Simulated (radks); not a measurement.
The numbers below are computed, except where a source is named.
Task: Coherent X-ray form factor from a spherical all-electron density. Level of theory: scalar-relativistic Kohn-Sham, LB94 model potential, spin-polarised, spherical densities, finite nucleus; Fermi nuclear charge, rms radius of each element as measured or else 0.836 A^(1/3) + 0.57 fm (a radial shooting solver on a logarithmic mesh with Libxc functionals).

| sin(theta)/lambda (1/angstrom) | f0 (electrons) |
|---|---|
| 0.05 | 77.322 |
| 0.1 | 75.389 |
| 0.15 | 72.471 |
| 0.2 | 68.921 |
| 0.25 | 65.087 |
| 0.3 | 61.245 |
| 0.4 | 54.180 |
| 0.5 | 48.278 |
| 0.6 | 43.421 |
| 0.8 | 35.748 |
| 1 | 29.684 |
| 1.25 | 23.784 |
| 1.5 | 19.641 |
| 2 | 15.092 |

The species is in the configuration that NIST lists as its ground one. Which atom or ion scatters so?

Result: The thallium ion Tl3+, [Xe] 4f14 5d10. Extrapolating in s^2 from the first two rows gives f0(0) = 78.0, near the electron count 78; among species with that count, the fall with angle is slower the higher Z, and the table is that of Z = 81; from so few rows the species is fixed only to a neighbour or two.
